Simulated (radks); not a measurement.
Coulomb parameter of the 5d shell of neutral iridium in the model configuration [Xe] 4f14 5d8 6s1, as a second difference U = [E(n + 0.25) + E(n - 0.25) - 2 E(n)] / (0.25)^2 with all orbitals relaxed. "Bare": the charge of the atom changes with n. "Screened": the 6s shell takes up the change at fixed total charge, which measures U(5d,5d) + U(6s,6s) - 2 U(5d,6s). All-electron calculation, scalar-relativistic Kohn-Sham, PBE, spin-unpolarised, spherical densities, point nucleus. Program: a radial shooting solver on a logarithmic mesh with Libxc functionals.

case                      configuration  E - E(n) (eV)
start                 [Xe] 4f14 5d8 6s1          0.000
bare +0.25         [Xe] 4f14 5d8.25 6s1         -1.083
bare -0.25         [Xe] 4f14 5d7.75 6s1          1.638
screened +0.25  [Xe] 4f14 5d8.25 6s0.75          0.059
screened -0.25  [Xe] 4f14 5d7.75 6s1.25         -0.004

U(bare) = 8.888 eV, U(screened by 6s) = 0.875 eV, against the Slater integral F0(5d,5d) = 13.924 eV with frozen orbitals. The step up makes a negative ion, whose loosely bound charge lowers the bare value.
